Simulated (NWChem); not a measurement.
System: C$_{3}$H$_{10}$Si; SMILES C[SiH](C)C

Input file for NWChem:

```
start job
memory heap 200 mb stack 900 mb global 1100 mb
geometry units angstroms noautoz
  Si     0.000000     0.000000     0.367857
  C     -1.217981     1.305708    -0.232791
  C      1.739767     0.401949    -0.232791
  C     -0.521786    -1.707657    -0.232791
  H      0.000000     0.000000     1.869456
  H     -1.248972     1.338840    -1.333887
  H     -2.237371     1.094283     0.126736
  H     -0.936087     2.307888     0.126717
  H      2.466733    -0.343269     0.126717
  H      1.783955     0.412222    -1.333887
  H      2.066362     1.390479     0.126736
  H     -0.534983    -1.751061    -1.333887
  H     -1.530646    -1.964619     0.126717
  H      0.171009    -2.484762     0.126736
end
basis spherical
  * library sto-3g
end
dft
  xc hfexch
  iterations 150
  mulliken
end
task dft gradient
```

NWChem printed, in part:

```
             Northwest Computational Chemistry Package (NWChem) 7.3.0
             --------------------------------------------------------

 C3  symmetry detected

                             Geometry "geometry" -> ""
                             -------------------------

 Output coordinates in angstroms (scale by  1.889725989 to convert to a.u.)

  No.       Tag          Charge          X              Y              Z
 ---- ---------------- ---------- -------------- -------------- --------------
    1 Si                  14.0000     0.00000000    -0.00000000     0.37766857
    2 C                    6.0000    -1.70194850     0.54011427    -0.22297943
    3 C                    6.0000     1.31872693     1.20387350    -0.22297943
    4 C                    6.0000     0.38322157    -1.74398777    -0.22297943
    5 H                    1.0000     0.00000000    -0.00000000     1.87926757
    6 H                    1.0000    -1.74520859     0.55377746    -1.32407543
    7 H                    1.0000    -2.48645659    -0.14428587     0.13654757
    8 H                    1.0000    -1.94804982     1.55167887     0.13652857
    9 H                    1.0000     2.31781823     0.91122120     0.13652857
   10 H                    1.0000     1.35218964     1.23450624    -1.32407543
   11 H                    1.0000     1.11827307     2.22547750     0.13654757
   12 H                    1.0000     0.39301894    -1.78828370    -1.32407543
   13 H                    1.0000    -0.36976841    -2.46290006     0.13652857
   14 H                    1.0000     1.36818352    -2.08119164     0.13654757

 Effective nuclear repulsion energy (a.u.)     174.2739318115

      Symmetry information
      --------------------

 Group name             C3
 Group number              5
 Group order               3
 No. of unique centers     6

  xc_inp: hfexch multiplicative factor not found.

                                 NWChem DFT Module
                                 -----------------

 Summary of "ao basis" -> "ao basis" (spherical)
 ------------------------------------------------------------------------------
       Tag                 Description            Shells   Functions and Types
 ---------------- ------------------------------  ------  ---------------------
 Si                          sto-3g                  5        9   3s2p
 C                           sto-3g                  3        5   2s1p
 H                           sto-3g                  1        1   1s

      Symmetry analysis of basis
      --------------------------

        a          14
        e+         10
        e-         10

  Rotation of axis

            General Information
            -------------------
          SCF calculation type: DFT
          Wavefunction type:  closed shell.
          No. of atoms     :    14
          No. of electrons :    42
           Alpha electrons :    21
            Beta electrons :    21
          Charge           :     0
          Spin multiplicity:     1
          Use of symmetry is: on ; symmetry adaption is: on
          Maximum number of iterations: 150
          AO basis - number of functions:    34
                     number of shells:    24
          Convergence on energy requested:  1.00D-06
          Convergence on density requested:  1.00D-05
          Convergence on gradient requested:  5.00D-04

              XC Information
              --------------
                     Hartree-Fock (Exact) Exchange  1.000

      Superposition of Atomic Density Guess
      -------------------------------------

 Sum of atomic energies:        -401.65150721

      Non-variational initial energy
      ------------------------------

 Total energy =    -402.087302
 1-e energy   =    -904.547697
 2-e energy   =     328.186464
 HOMO         =      -0.185490
 LUMO         =       0.457398

      Symmetry analysis of molecular orbitals - initial
      -------------------------------------------------

  Numbering of irreducible representations:

     1 a           2 e+          3 e-

  Orbital symmetries:

     1 a           2 a           3 e+          4 e+          5 a
     6 e+          7 e+          8 a           9 a          10 e+
    11 e+         12 a          13 a          14 e+         15 e+
    16 e+         17 e+         18 a          19 a          20 e+
    21 e+         22 a          23 a          24 e+         25 e+
    26 e+         27 e+         28 a          29 a          30 e+
    31 e+

     ---------------------------------------------
      Total Density - Mulliken Population Analysis
     ---------------------------------------------

[...]

                         DFT ENERGY GRADIENTS

    atom               coordinates                        gradient
                 x          y          z           x          y          z
   1 Si      0.000000  -0.000000   0.713690   -0.000000   0.000000  -0.031017
   2 C      -3.216216   1.020668  -0.421370    0.003783  -0.001187   0.002823
   3 C       2.492033   2.274991  -0.421370   -0.002920  -0.002683   0.002823
   4 C       0.724184  -3.295659  -0.421370   -0.000863   0.003870   0.002823
   5 H       0.000000  -0.000000   3.551301    0.000000  -0.000000   0.038566
   6 H      -3.297966   1.046488  -2.502140    0.000570  -0.000190  -0.016603
   7 H      -4.698722  -0.272661   0.258037   -0.011198  -0.010315   0.005628
   8 H      -3.681280   2.932248   0.258002   -0.003183   0.014868   0.005636
   9 H       4.380041   1.721958   0.258002    0.014468  -0.004677   0.005636
  10 H       2.555268   2.332879  -2.502140   -0.000449  -0.000399  -0.016603
  11 H       2.113230   4.205543   0.258037   -0.003334   0.014855   0.005628
  12 H       0.742698  -3.379366  -2.502140   -0.000121   0.000588  -0.016603
  13 H      -0.698761  -4.654206   0.258002   -0.011285  -0.010191   0.005636
  14 H       2.585492  -3.932882   0.258037    0.014532  -0.004540   0.005628
```

Level: Hartree-Fock/STO-3G. All runs use the structure optimised with PBE0/def2-SVP.
